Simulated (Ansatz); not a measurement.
Dissociation curve of Ga2, triplet.

Levels of theory: UCCSD(T) = CCSD(T) on UHF/cc-pVTZ, cores with 3d frozen (Ansatz, an electronic-structure program); ROCCSD = Ansatz with CCSD on ROHF/cc-pVTZ, cores with 3d frozen; ROCCSDT = CCSDT on ROHF/cc-pVTZ, cores with 3d frozen (Ansatz).

Total energies in hartree (comparable only within one method and basis):

```csv
R / Å,UCCSD(T),ROCCSD,ROCCSDT
2.54,-3846.66164,-3846.65608,-3846.66251
2.62,-3846.66384,-3846.65829,-3846.66474
2.70,-3846.66477,-3846.65924,-3846.66572
2.74,-3846.66486,-3846.65934,-3846.66582
2.92,-3846.66299,-3846.65749,-3846.66406
3.00,-3846.66133,-3846.65583,-3846.66245
3.07,-3846.65961,-3846.65409,-3846.66079
3.38,-3846.64990,-3846.64449,-3846.65197
3.71,-3846.63870,-3846.63394,-3846.64243
4.05,-3846.63015,-3846.62656,-3846.63430
4.50,-3846.62429,-3846.62155,—
4.91,-3846.62181,-3846.61936,—
5.28,-3846.62060,-3846.61825,—
5.90,-3846.61956,-3846.61729,—
6.64,-3846.61904,-3846.61680,—
7.36,-3846.61881,-3846.61658,—
7.96,-3846.61871,-3846.61648,—
```

Dashes: no converged value, or the column stops at the first point that the program doubted or that broke a chosen test of continuity, which isn't proof of a fault.

The scan ran from 2.17 to 7.96 Å; beyond the distances shown full CI changes its symmetry label. The T1 diagnostic of CCSD on the restricted reference of ROCCSD, ROCCSDT exceeds 0.045 at 3.38 to 4.05 Å.
